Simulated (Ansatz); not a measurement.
Gas-phase reaction R1 + R2 → P1 + P2, each structure at its B3LYP-D3(BJ)/def2-TZVP stationary point, reached from a drawn start (curvature not checked).
R1, C2H6Zn (SMILES [CH3][Zn][CH3]) (charge 0, multiplicity 1):
```xyz
9

C      1.954    -0.087     0.038
Zn     0.000     0.002    -0.004
C     -1.954     0.087    -0.039
H      2.339    -0.660    -0.809
H      2.393     0.913    -0.006
H      2.302    -0.567     0.955
H     -2.379    -0.366     0.860
H     -2.354    -0.445    -0.905
H     -2.301     1.122    -0.090
```
P1: CH4 (SMILES C), charge 0, multiplicity 1.
R2, H2S (SMILES S) (charge 0, multiplicity 1):
```xyz
3

S      0.000     0.000     0.619
H      0.000     0.970    -0.309
H      0.000    -0.970    -0.309
```
P2: CH4SZn (SMILES [CH3][Zn][SH]), charge 0, multiplicity 1.

P less R. No zero-point or thermal terms; no spin–orbit coupling.

Correlated levels freeze the cores. CBS(a, b) extrapolates the correlation energy as X⁻³ and adds the Hartree–Fock energy of set b.

The values were computed with Ansatz (a quantum-chemistry and plane-wave program). Each number belongs to the level named beside it.

Q: Estimate the reaction energy that CCSD(T)/CBS(def2-TZVPP, def2-QZVPP) returns for this input.

A: -126 kJ/mol

Q: Predict the reaction energy from PBE/def2-TZVPP.

A: -120 kJ/mol

Q: Predict the reaction energy from HF/def2-TZVPP.

A: -141 kJ/mol
